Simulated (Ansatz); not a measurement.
Basis-set extrapolation for BH$_{6}$NOSi$_{2}$ (`[SiH3]OB1N[SiH2]1`) (PBE0-D4/def2-TZVP geometry, frozen core, Ansatz). Multiplicity 1, RHF reference.

|  | def2-TZVPP | def2-QZVPP |
| --- | --- | --- |
| HF | -735.536859 | -735.563008 |
| MP2 correlation | -0.776666 | -0.834595 |
| CCSD(T) correlation | -0.854358 | not run |

Energies in hartree. Use E(X) = E(∞) + A·exp(−7.88·√X) for Hartree–Fock and E(X) = E(∞) + B·X^(−2.97) for correlation, with X = 3 and 4, and add CCSD(T) minus MP2 of the smaller set to the MP2 limit.

Q: What is the CCSD(T) energy at the basis-set limit?

A: HF limit: -735.563008 + (-0.026149) × 0.13774 = -735.56661. MP2 limit: -0.834595 + (-0.057929) × 0.74074 = -0.87751. Higher-order term: -0.854358 − (-0.776666) = -0.07769. Total: -736.52181 hartree, 342.9 kJ/mol below CCSD(T)/def2-TZVPP.
